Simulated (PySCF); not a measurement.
C3H8As, SMILES C[C](C)[AsH2], multiplicity 2. The structure is a stationary point at PBE-D3(BJ)/def2-SVP. The isomer is the one that the SMILES or the coordinates give; other isomers of the formula were not compared.

Computed equilibrium geometry at PBE-D3(BJ)/def2-SVP (PySCF confirms it by a frequency run) as a Z-matrix, and its point group:
point group Cs.
```
C
C 1 1.4953
H 2 1.1091 1 112.99
H 2 1.1138 3 107.76 1 -122.61
H 2 1.1190 3 106.89 4 -113.22
C 1 1.4953 2 118.66 3 -170.29
H 6 1.1091 1 112.99 2 170.29
H 6 1.1138 7 107.76 1 122.61
H 6 1.1190 7 106.89 8 113.22
As 1 1.9416 2 119.14 3 29.63
H 10 1.5443 1 96.06 2 -53.04
H 10 1.5443 11 93.26 1 96.46
```
Charge 0, spin multiplicity 2.
